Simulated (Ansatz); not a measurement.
`[NH2][AlH][CH2]C=[Se]`, charge 0, multiplicity 1.

Q: Give a relaxed structure at PBE0-D4/def2-TZVP (Ansatz 0.2.0). (An estimate is asked.)

A: The calculation gave: 
```xyz
11

N     1.7352    0.6016   -0.6042
Al    0.7784   -0.8592   -0.4285
C    -1.0370   -0.7208    0.3954
C    -1.3933    0.6761    0.4114
Se   -1.0069    1.8649    1.6700
H     2.6672    0.6464   -0.9823
H     1.4444    1.5034   -0.2586
H     1.3181   -2.2606   -0.9187
H    -0.8874   -1.1429    1.3945
H    -1.7055   -1.3477   -0.2023
H    -1.9132    1.0389   -0.4768
```
This is one stationary point; other conformers may exist.
